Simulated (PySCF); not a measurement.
Constitutional and geometric isomers with formula H2F2Si2. All species are isolated molecules in the gas phase. Strings in code marks are SMILES.

The dipole moment from two functionals at the same geometries (ωB97X-D3(BJ)/def2-TZVP), both in PySCF: PBE-D3(BJ)/def2-TZVP and ωB97X-D3(BJ)/def2-TZVP. 

```csv
species,PBE-D3(BJ)/def2-TZVP (D),ωB97X-D3(BJ)/def2-TZVP (D)
`F/[SiH]=[SiH]/F`,0.00,0.00
`F/[SiH]=[SiH]\F`,1.42,1.60
`F[Si](F)=[SiH2]`,0.22,0.59
```

Over these rows, drawn at random from the members with no instability flagged (it was tested for open shells, ions and some series alone), PBE minus ωB97X-D3(BJ): mean -0.18 D, from -0.36 D to 0.00 D.
